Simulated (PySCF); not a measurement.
Vertical excitations of a molecule C₂H₆N, multiplicity 2 from TDA-PBE0/def2-SVPD run with PySCF, as energy in eV (oscillator strength): 2.36 (0.001), 5.97 (0.001), 6.32 (0.022), 6.93 (0.000), 7.00 (0.002), 7.04 (0.003), 7.62 (0.013), 7.94 (0.001), 7.97 (0.002), 8.52 (0.011). Geometry optimised at r2SCAN-D4/def2-TZVP. The values are those of a single conformer.

Problem. Identify the compound among the candidates.
A) [CH2]CN
B) CC[NH]
C) [CH2]NC
D) C[N]C

Solution. B, CC[NH]
